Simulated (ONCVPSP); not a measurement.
# Ranking ONCV potentials for boron

All share these settings but for the change named:

boron (B), optimised norm-conserving Vanderbilt (ONCV), made with ONCVPSP 4.0.1 (LDA (Perdew-Wang 92), scalar-relativistic). Core [He], reference 2s2 2p1. Waves: 2s: rc 1.65 bohr, ncon 4, nbas 9, qcut 3.5 1/bohr, 2 projectors, debl 2.4 Ha; 2p: rc 3.75 bohr, ncon 5, nbas 9, qcut 3.9 1/bohr, 1 projector; d scattering state at 0.36 Ha: rc 3.40 bohr, ncon 4, nbas 7, qcut 3.1 1/bohr, 2 projectors, debl 0.4 Ha. Local part: polynomial inside 1.55 bohr (lpopt 5, dvloc0 2 Ha). Core correction: polynomial model core, fcfact 0.35.

Test errors are all-electron minus pseudo excitation energies from the reference, over 2s2 2p0; 2s1 2p0; 2s2 2p0.5; 2s1 2p2. None of these files shows a bound ghost.

The base gives 449.0 meV.

Of 9 variants that were run, those that failed, showed a ghost or another fault, or gave nearly equal values are left out.

A variant can come out equal or close to the base, since the largest error may sit in a test that the change hardly touches while other tests move.

Question: Rank these variants by their largest absolute test error, smallest first.
A. p: qcut 2.4
B. p: qcut 3.6
C. p: qcut 2.7
D. p: qcut 3.3
E. p: qcut 5

Answer: E (329.3 meV), B (506.1 meV), D (574.2 meV), C (770.1 meV), A (895.3 meV).
